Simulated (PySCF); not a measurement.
C₂H₁₀AlNO, singlet at its GFN2-xTB optimised geometry (Å):

```
15

Al    -0.2243     0.1124     0.0000
C     -1.1941    -1.4591    -0.7923
H     -0.7099    -2.4184    -0.5951
H     -1.2456    -1.3758    -1.8813
H     -2.2317    -1.5595    -0.4580
C      1.7852     0.1124     0.0000
H      2.2317     0.8030     0.7222
H      2.1758     0.4171    -0.9747
H      2.2233    -0.8689     0.1965
O     -0.9981     1.5779     0.0000
H     -1.4107     2.4184    -0.1232
N     -0.5133    -0.3681     2.0502
H     -0.1083     0.3687     2.6171
H     -0.0862    -1.2510     2.3022
H     -1.5087    -0.4169     2.2382
```

Method: B3LYP/def2-TZVP (PySCF). Cells within 0.4 Å of a nucleus heavier than hydrogen are left out (blank, or x).

Map of the Laplacian of the electron density (e/bohr⁵), clipped to [-1.50, 1.50] on the plane z = 0.0 Å:

```
|5555555555555555555555555555555|
|5555555555555555555555555555555|
|5555555555555555555555555555555|
|5555555555555555555555555555555|
|5555555555555555555555555555555|
|5555555555555555555555555555555|
|5555555555555555555555555555555|
|5555555555026555555555555555555|
|5555555555415655555555555555555|
|55555555565xx265555555555555555|
|55555555565xx065555555555555555|
|555555555560x565555555555555555|
|5555555555666666555555555555555|
|5555555555556999755444455555555|
|55555555555589xx9543xxx55555555|
|5555555555558xxx9543xxx55555555|
|5555555555556999954436245555555|
|5555555555555577555554245555555|
|5555555555554555555555135555555|
|5555555555555555555555555555555|
|5555555555555555555555555555555|
|5555555555555555555555555555555|
|5555555555555555555555555555555|
|5555555555555555555555555555555|
|5555555555555555555555555555555|
|5555555555555555555555555555555|
|5555555555555555555555555555555|
|5555555555555555555555555555555|
|5555555555555555555555555555555|
|5555555555555555555555555555555|
|5555555555555555555555555555555|
```
Scale: ten equal steps from -1.50 (start of '0') to 1.50 (end of '9'), in the order '0123456789'; x runs from -4.50 to 4.50, y from -4.50 (bottom) to 4.50 (top).
